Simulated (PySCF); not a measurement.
How methods differ on the excitation energy of Ti

Ti [Ar] 3d2 4s2 (3F) → Ti [Ar] 3d3 4s1 (5F), as a difference of total energies. All numbers are calculated (PySCF 2.14, no relativity, point nucleus, in dyall-av2z (16s12p7d2f, 101 functions)). Correlated levels: valence: [Ar] frozen; virtual orbitals above 40 to 60 times the deepest correlated orbital energy dropped. The calculations carry no spin-orbit coupling.

```
           method  excitation energy (eV)  difference from reference (eV)
              UHF                   0.588                          -0.218
              LDA                  -0.276                          -1.082
              PBE                  -0.277                          -1.083
             PBE0                  -0.044                          -0.850
           r2SCAN                  -0.508                          -1.314
            B3LYP                   0.224                          -0.582
          wB97X-V                   0.360                          -0.446
             TPSS                  -0.174                          -0.980
             PW91                  -0.306                          -1.112
    MP2 (valence)                   0.812                          +0.006
SCS-MP2 (valence)                   1.332                          +0.526
```

Reference: 0.806 eV (measured; NIST levels, between the centres of gravity of the two terms).

These non-relativistic numbers lack the scalar-relativistic shift.

Errors of the correlated levels include the incompleteness of this basis and the frozen core.
